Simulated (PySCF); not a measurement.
A structure optimised at B3LYP-D3(BJ)/def2-TZVPD, used in a PySCF frequency run:

```
O
H 1 0.9821
H 1 0.9821 2 112.65
H 1 0.9821 2 112.65 3 128.77
```
Charge +1, spin multiplicity 1.

Question: Write its SMILES, formula and point group.

Answer: [OH3+], H₃O, C3v

Question: What are its rotational constants (standard atomic weights)?

Answer: 329.30, 329.30, 187.64 GHz
